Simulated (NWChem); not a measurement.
C5H5F; SMILES C#C/C(C)=C/F

Question: Give the equilibrium geometry at B3LYP/6-31G* (spherical d) (NWChem) as an XYZ file, with the point group.

Answer: point group Cs; any orientation.
```
11

C      0.5740     2.6084     0.0000
C      0.2705     1.4363     0.0000
C     -0.1488     0.0719     0.0000
C     -1.6299    -0.2337     0.0000
C      0.7896    -0.8859     0.0000
F      0.4702    -2.1932     0.0000
H      0.8597     3.6354     0.0000
H     -2.1122     0.2009     0.8830
H     -2.1122     0.2009    -0.8830
H     -1.8011    -1.3121     0.0000
H      1.8606    -0.7150     0.0000
```
